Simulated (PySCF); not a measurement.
# $^{29}$Si chemical shifts

Method: geometry from GFN2-xTB, NMR shieldings at PBE0/pcSseg-1/GIAO, in PySCF 2.14 (no relativistic terms, no solvent model, one conformer, averaged over atoms made equivalent by symmetry, fast rotation or ring inversion).

Shieldings were converted by a linear fit to measured shifts: $^{29}$Si: δ = 279.94 − 0.822σ (rms 8.9 ppm, 72 shifts, 25.8 ppm with the 6 outliers that the fit left out vs TMS, solution or neat liquid). Occasional misses reach two or three times the rms, and more in compound classes unlike the fitted ones.

Question: Give the $^{29}$Si shifts of `[SiH3][C@]1(Cl)C[SiH2]1`, `C[Si@H](N)O[SiH3]`, `C#CCN[Si@H]1C[C@H](C#N)C1`.

Answer: 
```tsv
compound	environment	δ (ppm)
[SiH3:1][C@:2]1([Cl:3])[CH2:4][SiH2:5]1	Si1: silicon bonded to C, 3 H	-54.2
[SiH3:1][C@:2]1([Cl:3])[CH2:4][SiH2:5]1	Si5: silicon bonded to 2 C, 2 H, in a 3-membered ring	-116.8
[CH3:1][Si@H:2]([NH2:3])[O:4][SiH3:5]	Si2: silicon bonded to C, N, O, H	-24.2
[CH3:1][Si@H:2]([NH2:3])[O:4][SiH3:5]	Si5: silicon bonded to O, 3 H	-46.0
C#CCN[Si@H]1C[C@H](C#N)C1	silicon bonded to 2 C, N, H, in a 4-membered ring	-15.7
```

Question: Order these by $^{29}$Si shift, lowest first.
A. C#CC[Si@]1(F)C[C@@H](C#N)C1
B. CSC[Si@@H](O)SC
C. C=Nc1ccccc1N[SiH3]

Answer: C (-91.3 ppm, silicon bonded to N, 3 H), B (-10.1 ppm, silicon bonded to C, O, S, H), A (15.8 ppm, silicon bonded to 3 C, F, in a 4-membered ring).
